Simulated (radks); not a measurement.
Pb I, configuration [Hg] 6p2. All-electron calculation, scalar-relativistic Kohn-Sham, PBE, spin-polarised, spherical densities, finite nucleus; open shells are filled with parallel spins first (spin-orbit coupling, left out, can overturn this in heavy ions); Fermi nuclear charge, rms radius 5.5012 fm. Program: a radial shooting solver on a logarithmic mesh with Libxc functionals.

Radial electron density D(r) = 4 pi r^2 rho(r):

```
   r/bohr * D(r) (the largest magnitude, 152, reaches the edge; | marks zero)
 0.001338 |      *
 0.001829 |         *
 0.002498 |              *
 0.003413 |                     *
 0.004662 |                            *
  0.00637 |                                   *
 0.008702 |                                        *
  0.01189 |                                        *
  0.01624 |                                     *
  0.02219 |                                    *
  0.03031 |                                          *
  0.04141 |                                                     *
  0.05657 |                                                      *
  0.07729 |                                             *
   0.1056 |                                              *
   0.1442 |                                                    *
   0.1971 |                                     *
   0.2692 |                             *
   0.3678 |                                  *
   0.5025 |                     *
   0.6865 |          *
   0.9378 |       *
    1.281 |    *
     1.75 | *
    2.391 |*
    3.267 *
    4.463 *
    6.097 *
    8.329 *
    11.38 *
```

D(r) has 4 maxima, at r = 0.0105, 0.0498, 0.137, 0.353 bohr, and minima at 0.0206, 0.0885, 0.251 bohr, inside which lie 1.88, 11.01, 30.04 electrons.
